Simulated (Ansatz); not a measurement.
Consider the redistribution: `OBCOB(F)F` + `C[SiH2]C=O` → `O=C[SiH2]BO` + `CCOB(F)F`.

Gas-phase electronic energies from Ansatz, PBE0-D4/def2-TZVP geometries. CCSD(T)/CBS adds triple-zeta CCSD(T) − MP2 to the extrapolated MP2 energy (def2 sets, frozen cores). Functionals use def2-TZVPP. One conformer a species, not always the lowest.

```json
{"species": "`OBCOB(F)F`", "PBE0 energy (Eh)": "-440.28888"}
{"species": "`C[SiH2]C=O`", "PBE0 energy (Eh)": "-444.28803"}
{"species": "`O=C[SiH2]BO`", "PBE0 energy (Eh)": "-505.64378"}
{"species": "`CCOB(F)F`", "PBE0 energy (Eh)": "-378.91655"}
```

Problem. Work out ΔE.

Solution. ΔE = (-505.64378) + (-378.91655) − (-440.28888) − (-444.28803) = 0.01658 Eh = +43.5 kJ/mol. CCSD(T)/CBS gives +46.4 kJ/mol.

Largest T1 diagnostic among the species: 0.017.

From PBE to PBE0 (25 % exact exchange), in def2-TZVPP and without D4, ΔE moves by +4.1 kJ/mol. In def2-TZVPP, CCSD(T) changes the Hartree–Fock value by −12.8 kJ/mol (the triples alone add −3.0 kJ/mol) and MP2 by −6.9 kJ/mol.
